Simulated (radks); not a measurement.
The numbers below are computed, except where a source is named.
Task: Ru II, configuration [Kr] 4d7. Level of theory: Dirac Kohn-Sham, PBE, spin-unpolarised, spherical densities, finite nucleus; open shells fill j = l - 1/2 first; Fermi nuclear charge, rms radius 4.4809 fm (a radial shooting solver on a logarithmic mesh with Libxc functionals). Some entries of the table are withheld. Estimate them.

| orbital | occ. | eigenvalue (eV) | r(max) (bohr) |
|---|---|---|---|
| 1s1/2 | 2 | -21932.55 | 0.02171 |
| 2s1/2 | 2 | -3158.867 | 0.1230 |
| 2p1/2 | 2 | -2919.394 | 0.09548 |
| 2p3/2 | 4 | -2788.468 | 0.09947 |
| 3s1/2 | 2 | -562.2509 | 0.3618 |
| 3p1/2 | 2 | (1) | (2) |
| 3p3/2 | 4 | (3) | (4) |
| 3d3/2 | 4 | -282.6830 | 0.2995 |
| 3d5/2 | 6 | -278.3558 | 0.3023 |
| 4s1/2 | 2 | -83.6506 | 0.9152 |
| 4p1/2 | 2 | (5) | 0.9671 |
| 4p3/2 | 4 | (6) | 0.9920 |
| 4d3/2 | 4 | -12.6950 | (7) |
| 4d5/2 | 3 | -12.3638 | (8) |

Result: 
(1) 3p1/2 eigenvalue (eV): -469.3385
(2) 3p1/2 r(max) (bohr): 0.3486
(3) 3p3/2 eigenvalue (eV): -447.1259
(4) 3p3/2 r(max) (bohr): 0.3581
(5) 4p1/2 eigenvalue (eV): -56.0708
(6) 4p3/2 eigenvalue (eV): -52.7033
(7) 4d3/2 r(max) (bohr): 1.207
(8) 4d5/2 r(max) (bohr): 1.219
